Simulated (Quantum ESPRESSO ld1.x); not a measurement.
Results of a calculation; reference values are marked as such.
Species: Re5+. Configuration: [Xe] 4f14 5d2. Level of theory: scalar-relativistic Kohn-Sham, LDA (Slater exchange, Perdew-Wang correlation), spin-polarised, spherical densities, point nucleus; open shells are filled with parallel spins first (ld1.x of Quantum ESPRESSO 7.5).

Unscreened Slater integrals over Kohn-Sham orbitals (cm^-1). They are taken over the spin-up orbitals.

integral    value
F0(5d,5d)  129330
F2(5d,5d)   69047
F4(5d,5d)   46362
F0(5d,4f)  163960
F2(5d,4f)   41111
F4(5d,4f)   19776
G1(5d,4f)   15343
G3(5d,4f)   13890
G5(5d,4f)   10964
F0(5d,5p)  144360
F2(5d,5p)   73260
G1(5d,5p)   88378
G3(5d,5p)   55140
F0(5d,5s)  150200
G2(5d,5s)   58370
F0(4f,4f)  349430
F2(4f,4f)  170010
F4(4f,4f)  107480
F6(4f,4f)   77557
F0(4f,5p)  205370
F2(4f,5p)   66051
G2(4f,5p)   28133
G4(4f,5p)   23058
F0(4f,5s)  229180
G3(4f,5s)   35136
F0(5p,5p)  168300
F2(5p,5p)   91228
F0(5p,5s)  178920
G1(5p,5s)  119930
F0(5s,5s)  192620

Derived for the open shells (J is the average intra-shell exchange parameter used in DFT+U). 5d: Racah B = F2/49 - 5 F4/441 = 883.5 cm^-1, C = 35 F4/441 = 3680 cm^-1, C/B = 4.16, F4/F2 = 0.671, J = (F2 + F4)/14 = 8243 cm^-1.
